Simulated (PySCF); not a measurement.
A structure optimised at TPSSh-D3(BJ)/def2-SVP, used in a PySCF frequency run:

```xyz
7

O     -0.6866    -1.0555     0.8622
S      0.0000     0.0000    -0.1690
O      1.1043    -0.6556    -0.8358
O     -1.1043     0.6556    -0.8358
O      0.6866     1.0555     0.8622
H      0.0031    -1.6878     1.1411
H     -0.0031     1.6878     1.1411
```
Charge 0, spin multiplicity 1.

### Question
Write its SMILES, formula and point group.

### Answer
O=S(=O)(O)O, H2O4S, C2

### Question
What are its rotational constants (standard atomic weights)?

### Answer
4.8718, 4.8236, 4.6260 GHz
